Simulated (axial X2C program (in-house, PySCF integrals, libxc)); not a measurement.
GeF: from the spin-free to the two-component result

Calculated with an axial X2C code built on PySCF integrals. Spin-free means the one-electron spin-free X2C Hamiltonian; two-component (2c) means X2C with spin–orbit coupling and atomic mean-field two-electron Coulomb and Gaunt terms, so the difference of the two also holds small scalar two-electron terms. Basis: Ge dyall-cv3z [9s9p7d4f1g], F dyall-av3z [7s6p3d2f] (cores contracted in-house); Gaussian nuclei, density fitting, unrestricted open shells. Masses: Ge 73.921 u, F 18.998 u.

Spin-free state: M_S = 1/2, Λ = 1 (beyond evenly filled blocks: π+α); fragments Ge + F.

```json
{"level": "PBE0", "Re (Å)": "1.753", "ωe (cm⁻¹)": "657.7", "De (eV)": "5.170", "μ (D)": "-1.88"}
{"level": "HF", "Re (Å)": "1.729", "ωe (cm⁻¹)": "696.0", "De (eV)": "3.299", "μ (D)": "-1.92"}
{"level": "MP2", "Re (Å)": "1.761", "ωe (cm⁻¹)": "654.0", "De (eV)": "5.535", "μ (D)": "n/a"}
{"level": "CCSD", "Re (Å)": "1.752", "ωe (cm⁻¹)": "666.7", "De (eV)": "5.075", "μ (D)": "n/a"}
{"level": "CCSD(T)", "Re (Å)": "1.758", "ωe (cm⁻¹)": "656.5", "De (eV)": "5.229", "μ (D)": "n/a"}
{"level": "LDA", "Re (Å)": "1.747", "ωe (cm⁻¹)": "659.4", "De (eV)": "6.476", "μ (D)": "-1.73"}
```

Correlated methods: 11 electrons correlated (number of frozen shells: Ge 3 s, 2 p, 1 d; F 1 s), 233 virtual spin orbitals or spinors in MP2, 90 natural virtuals in coupled cluster.

Dipoles are positive if F is the positive end.

**Question.** Within this multiplet, which Ω should lie lowest by the rule for regular and inverted multiplets?

**Answer.** The open π shell holds one electron, so the multiplet is regular: Ω = Λ − 1/2 = 1/2. The PBE0 2c search agrees.

Two-component determinant lowest at the distance of the search:

Ω = 1/2 (⟨Sz⟩ = -0.50, ⟨Lz⟩ = 1.00 at HF); fragments Ge + F.

```json
{"level": "PBE0", "Re (Å)": "1.754", "ωe (cm⁻¹)": "656.4", "μ (D)": "-1.90"}
{"level": "HF", "Re (Å)": "1.730", "ωe (cm⁻¹)": "694.5", "μ (D)": "-1.94"}
{"level": "MP2", "Re (Å)": "1.762", "ωe (cm⁻¹)": "652.8", "μ (D)": "n/a"}
{"level": "CCSD", "Re (Å)": "1.753", "ωe (cm⁻¹)": "665.3", "μ (D)": "n/a"}
{"level": "CCSD(T)", "Re (Å)": "1.759", "ωe (cm⁻¹)": "655.4", "μ (D)": "n/a"}
{"level": "LDA", "Re (Å)": "1.748", "ωe (cm⁻¹)": "658.2", "μ (D)": "-1.75"}
```

**Question.** From the two tables, how do the constants change at the CCSD(T) level (2c against spin-free)?

**Answer.** At the CCSD(T) level Re goes up by 0.001 Å and ωe falls by 1.1 cm⁻¹.

The state is one determinant whose occupation by symmetry is held fixed; it was picked as the lowest of a PBE0 search that is not exhaustive. Dissociation energies refer to the lowest single-determinant-based atoms at the same level and basis. De is not given where an atomic determinant may have missed its ground term or J level, or where the truncated virtual space spoils (T). Density functionals use the spin component along the axis (collinear). CCSD and (T) use frozen natural virtuals with an MP2 correction for the truncation; (T) itself is uncorrected, so its De runs slightly low. The functionals have no current-density term, which raises determinants with orbital currents, atoms included. With the outer-core shells frozen, correlated bond lengths of heavy atoms tend to come out a few hundredths of an ångström too long.
